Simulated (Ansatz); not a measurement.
`[NH2][Ga]([Cl])[Cl]` + NH₃ → `[NH2][Ga]([NH2])[Cl]` + HCl at 400 K and 1 bar (ligand exchange at a Ga–Cl bond).

Calculated with Ansatz (gas phase, PBE0-D4/def2-TZVP geometries, no zero-point term in ΔE). CCSD(T)/CBS is the MP2 limit (def2-TZVPP, def2-QZVPP) plus CCSD(T) − MP2 in def2-TZVPP, frozen cores. This one scheme is used for every species. For Ga outer-core shells are correlated without core-valence functions, which leaves a few kJ/mol of doubt a bond. Scalar relativity is left out up to krypton. One conformer a species, not always the lowest.

```tsv
species	CCSD(T)/CBS energy (Eh)	H − E (kJ/mol)	S (J/(mol·K))
`[NH2][Ga]([Cl])[Cl]`	-2899.54184	102.3	377.0
NH₃	-56.50880	104.2	203.1
`[NH2][Ga]([NH2])[Cl]`	-2495.64015	169.0	374.0
HCl	-460.38127	29.6	195.4
```

H − E and S are ideal-gas, rigid-rotor, harmonic terms from PBE0-D4/def2-TZVP, for one conformer and one mirror image of each species. 1 Eh = 2625.50 kJ/mol, R = 8.31446 J/(mol·K).

Q: By hand: ΔE, ΔH, ΔS and ΔG.

A: ΔE = (-2495.64015) + (-460.38127) − (-2899.54184) − (-56.50880) = 0.02922 Eh = 76.7 kJ/mol. Δ(H − E) = 169.0 + 29.6 − 102.3 − 104.2 = -7.9, so ΔH = 68.8 kJ/mol. ΔS = 374.0 + 195.4 − 377.0 − 203.1 = -10.7 J/(mol·K). ΔG = 68.8 − 400 × (-10.7)/1000 = 73.1 kJ/mol.

Q: By hand: the equilibrium constant, and the temperature at which ΔG would vanish if ΔH and ΔS stayed fixed.

A: log₁₀ K = −ΔG/(RT ln 10) = -9.5. ΔH and −TΔS have one sign here, so there is no such temperature.

The number of gas molecules stays the same, so ΔS is small and ΔH decides. A doubt of 5 kJ/mol in ΔE shifts log₁₀ K by 0.7 here. Other conformers and mirror images would add mixing entropy, several J/(mol·K) or more a flexible species. Modes under 60 cm⁻¹, often nearly free rotors, make the harmonic entropy too high. These are equilibria of isolated gas molecules and say nothing of rates. Largest T1 diagnostic: 0.012 (customary marks: 0.02 for closed shells, 0.045 for open ones).

ΔS is within the doubt of such terms, so its sign, and with it that verdict, could turn.
